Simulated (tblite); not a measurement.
Run record: tight-binding relaxation, `C=[CH][Ge@H]([F])[CH2][SiH3]`.

Computed with GFN2-xTB geometry optimisation, gas phase (tblite 0.8.0). Start geometry: from a force field or distance geometry. The command runs a driver script over a list of jobs; the input below is this job's line of settings and its coordinates in Å.

Command:
```bash
OMP_NUM_THREADS=1 python probes_run.py task.json out
```

Input:
```
{"job": {"kind": "relax", "xc": "GFN2-xTB", "basis": "xTB"}, "charge": 0, "multiplicity": 1}
C     -3.061900     0.247100    -0.113800
C     -1.970700    -0.360800     0.285200
Ge    -0.348100     0.006500    -0.690600
F     -0.550100    -0.614800    -2.326300
C      1.186100    -0.831200     0.144500
Si     2.562900     0.443600     0.070700
H     -3.011800     0.920000    -0.965700
H     -3.969500     0.063600     0.422800
H     -1.947600    -1.050800     1.141200
H     -0.181000     1.528600    -0.769800
H      1.550300    -1.714800    -0.429400
H      1.005800    -1.037700     1.209100
H      2.290600     1.556800     1.000300
H      3.892700    -0.145500     0.282500
H      2.547900     0.997500    -1.294000
```

Output:
```
step      E/eV     max force
  0    -527.29062    1.061
  1    -527.35177    0.688
  2    -527.41512    1.028
  3    -527.46032    0.601
  4    -527.49333    0.330
  5    -527.50529    0.355
  6    -527.52715    0.338
  7    -527.53794    0.330
  8    -527.55013    0.342
  9    -527.56148    0.293
... (163 lines left out)
173    -527.68789    0.038
174    -527.68814    0.023
175    -527.68823    0.026
176    -527.68840    0.026
177    -527.68857    0.037
178    -527.68876    0.034
179    -527.68885    0.034
180    -527.68892    0.013
181    -527.68894    0.010
182    -527.68897    0.010
```

«max force» is the largest atomic force in eV/Å.

Problem. From which step on does the largest force stay under 0.1 eV/Å, and how much energy is left to gain from there?

Solution. From step 170 (0.050 eV/Å), 2.2 meV above the end.

Main results: energy lowered by 9.2 kcal/mol over 182 steps; largest atomic force 0.010 eV/Å at the end.

Problem. Where do the atoms end?

Solution. 0.799 Å rms from the input after alignment:
```
atom  x, y, z in Å
C1    -3.2360    0.0777    0.1200
C2    -2.1367   -0.5946   -0.1754
Ge3   -0.4001    0.2565   -0.5352
F4    -0.0744   -0.1553   -2.2286
C5     1.1770   -0.4380    0.4332
Si6    2.8200    0.3098   -0.1723
H7    -3.2339    1.1546    0.1913
H8    -4.1833   -0.4088    0.3015
H9    -2.1681   -1.6754   -0.2430
H10   -0.5100    1.7692   -0.6369
H11    1.1924   -1.5207    0.3066
H12    1.0430   -0.2435    1.4963
H13    2.7919    1.7569    0.0684
H14    3.8872   -0.3008    0.6298
H15    3.0265    0.0204   -1.5888
```

Problem. Estimate the wall time. Hardware: an AMD EPYC with one thread, no GPU, shared host.

Solution. About 2.3 s.
Labels such as C1 count atoms from 1, the log's own numbers from 0.
